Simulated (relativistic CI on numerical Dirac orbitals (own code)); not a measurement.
Calculated at this level of theory: Dirac-Coulomb-Breit CI, KLI orbitals optimised for each configuration, model QED (radiative potential, 1s self-energy scaled to tabulated hydrogen-like ionisation energies), unscaled Slater integrals (own radial code, finite nucleus).

The strongest absorption lines from the ground level of an ion, among the configurations computed and to levels below about 292 eV (vacuum wavelength in Å, gf): 86.964 (0.28), 89.492 (1.1), 90.252 (0.83), 93.055 (0.014), 104.69 (0.83), 125.94 (5.6), 161.77 (2).

**Question.** Which ion is it?
A. Tl XIV
B. At XVIII
C. Ir X
D. Au XII

**Answer.** A. Tl XIV has 68 electrons and the ground level 4f14.5s2.5p6 1S_0; the strongest line goes to 4f14.5s2.5p5.5d 1P°_1. The pattern of lines fixes the number of electrons, and along that sequence the line energies rise steadily with the charge (about as its square where n changes within one kind of shell, about linearly where n is kept but much faster in heavy ions where fine structure, which grows about as Z⁴, sets the gap, and irregularly where shells cross), which fixes Z. Configurations outside the model, such as inner-shell arrays, can give stronger lines. At this charge energies of transitions that change n are usually good to better than 1 %, and those within a shell (Δn = 0) to a few per cent. Levels and lines within the n = 5 or 6 shells can be off by up to 10 % or somewhat more, and those that change n by about 2 %, since core polarisation is missing.

LS names give the leading component of a level, which can be under half, so a name can repeat, a term be missing and a line seem to break the LS rules.
